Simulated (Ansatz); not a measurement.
Geometry optimisation, RKS r2SCANh/def2-SVP in Ansatz 0.2.0.

Input:

```yaml
crystal:
  periodic: [false, false, false]
  atoms:
    - { symbol: S, position_ang: [-1.3382, 0.2957, -1.9619] }
    - { symbol: C, position_ang: [0.1073, 0.4275, -1.2479] }
    - { symbol: Si, position_ang: [0.2068, 0.3517, 0.5979] }
    - { symbol: S, position_ang: [0.3188, -1.6927, 1.242] }
    - { symbol: H, position_ang: [1.0608, 0.5287, -1.8142] }
    - { symbol: H, position_ang: [-0.8766, 1.0577, 1.307] }
    - { symbol: H, position_ang: [1.5403, 0.9651, 1.0724] }
    - { symbol: H, position_ang: [-0.9269, -1.9908, 0.7489] }
basis:
  gaussian: { orbitals: def2-SVP }
hamiltonian:
  xc: r2scanh
relax:
  f_tol: 0.02
  max_steps: 50
output:
  orbitals: {}
```

Command:

```bash
$ ansatz run input.yaml --threads 2 --pin off --max-ram 3072MiB --backend cpu --events-out ev --progress --plain --runs-dir out
```

Task: Where does it end, and by what steps?

Result: The run converged. The force dipped under the threshold on the way, but the program's further checks kept it going. After 12 steps the energy has fallen by 0.097 eV; S1 moved furthest, 0.41 Å.

| step | energy less start (eV) | largest force component (eV/Å) | accepted |
| --- | --- | --- | --- |
| 0 | 0.0000 | 1.290 | yes |
| 1 | -0.0755 | 0.423 | yes |
| 2 | -0.0455 | 0.853 | no |
| 3 | -0.0875 | 0.273 | yes |
| 4 | -0.0918 | 0.192 | yes |
| 5 | -0.0939 | 0.059 | yes |
| 6 | -0.0946 | 0.099 | yes |
| 7 | -0.0961 | 0.033 | yes |
| 8 | -0.0842 | 0.725 | no |
| 9 | -0.0964 | 0.018 | yes |
| 10 | -0.0965 | 0.078 | yes |
| 11 | -0.0960 | 0.098 | no |
| 12 | -0.0967 | 0.012 | yes |

```xyz
8
Properties=species:S:1:pos:R:3
S -1.318 0.705 -2.010
C 0.076 0.409 -1.232
Si 0.212 0.369 0.648
S 0.435 -1.681 1.252
H 0.980 0.160 -1.817
H -0.993 1.012 1.231
H 1.470 1.024 1.101
H -0.770 -2.055 0.772
```

Run time: 29 s on 2 threads of Intel(R) Xeon(R) Platinum 8488C (Sapphire Rapids), on a shared host, peak memory 0.22 GiB.
